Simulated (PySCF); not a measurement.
C₈H₁₃GeN: calculation and literature

Molfile (atoms numbered from 1):
```
C8H13GeN
     RDKit          3D

 23 23  0  0  0  0  0  0  0  0999 V2000
   -2.1301    1.1312   -0.7510 C   0  0  0  0  0  0  0  0  0  0  0  0
   -1.0613   -0.3243   -0.0040 Ge  0  0  0  0  0  4  0  0  0  0  0  0
   -1.5945   -0.6635    1.8455 C   0  0  0  0  0  0  0  0  0  0  0  0
   -1.2548   -1.9427   -1.0788 C   0  0  0  0  0  0  0  0  0  0  0  0
    0.8205    0.2297   -0.0134 C   0  0  0  0  0  0  0  0  0  0  0  0
    1.8317   -0.5566   -0.5759 C   0  0  0  0  0  0  0  0  0  0  0  0
    3.1516   -0.1039   -0.5447 C   0  0  0  0  0  0  0  0  0  0  0  0
    3.5206    1.0531   -0.0030 N   0  0  0  0  0  0  0  0  0  0  0  0
    2.5646    1.8069    0.5349 C   0  0  0  0  0  0  0  0  0  0  0  0
    1.2179    1.4460    0.5554 C   0  0  0  0  0  0  0  0  0  0  0  0
   -1.8324    1.3350   -1.7901 H   0  0  0  0  0  0  0  0  0  0  0  0
   -3.1990    0.8708   -0.7375 H   0  0  0  0  0  0  0  0  0  0  0  0
   -1.9934    2.0530   -0.1661 H   0  0  0  0  0  0  0  0  0  0  0  0
   -2.6617   -0.9259    1.8986 H   0  0  0  0  0  0  0  0  0  0  0  0
   -1.4256    0.2294    2.4656 H   0  0  0  0  0  0  0  0  0  0  0  0
   -1.0082   -1.4924    2.2685 H   0  0  0  0  0  0  0  0  0  0  0  0
   -2.3095   -2.2546   -1.1027 H   0  0  0  0  0  0  0  0  0  0  0  0
   -0.9239   -1.7682   -2.1134 H   0  0  0  0  0  0  0  0  0  0  0  0
   -0.6645   -2.7701   -0.6574 H   0  0  0  0  0  0  0  0  0  0  0  0
    1.6063   -1.5197   -1.0422 H   0  0  0  0  0  0  0  0  0  0  0  0
    3.9510   -0.7133   -0.9837 H   0  0  0  0  0  0  0  0  0  0  0  0
    2.8853    2.7578    0.9774 H   0  0  0  0  0  0  0  0  0  0  0  0
    0.4905    2.1215    1.0160 H   0  0  0  0  0  0  0  0  0  0  0  0
  1  2  1  0
  2  3  1  0
  2  4  1  0
  2  5  1  0
  5  6  2  0
  6  7  1  0
  7  8  2  0
  8  9  1  0
  9 10  2  0
 10  5  1  0
  1 11  1  0
  1 12  1  0
  1 13  1  0
  3 14  1  0
  3 15  1  0
  3 16  1  0
  4 17  1  0
  4 18  1  0
  4 19  1  0
  6 20  1  0
  7 21  1  0
  9 22  1  0
 10 23  1  0
M  END
```

Theoretical values (PySCF 2.14.0 with density-fitted response routines): geometry: PBE0-D3(BJ)/def2-SVP, NMR shieldings at KT3/pcSseg-1/GIAO. Rapidly exchanging positions averaged, single conformer, isolated molecule, non-relativistic.

Reference values: estimated from measurements, as parent shift plus tabulated substituent increment (solution, not stated per compound (mostly CDCl3 or CCl4); Pretsch, Buehlmann, Badertscher, Structure Determination of Organic Compounds, 4th ed. (2009)).
| atoms | quantity | reference | computed |
| --- | --- | --- | --- |
| C5 | δ ¹³C | 152.7 | 142.0 |
| C7/C9 | δ ¹³C | 148.7 | 141.8 |
| C6/C10 | δ ¹³C | 128.1 | 121.8 |

Computed shifts are σ(ref) − σ with the named reference compound (TMS for H and C) calculated as an isolated molecule at the same level.

How far are the unscaled ¹³C shifts from the references?

Answers

Mean signed difference -7.97 ppm, mean absolute 7.97 ppm over 3 comparisons; the largest is -10.7 ppm at C5 (substituted aromatic carbon).

3 of the 6 published NMR values on file for this molecule are compared.

Relativistic effects, spin–orbit coupling among them, are left out; they matter for Ge and for the light atoms bonded to it.
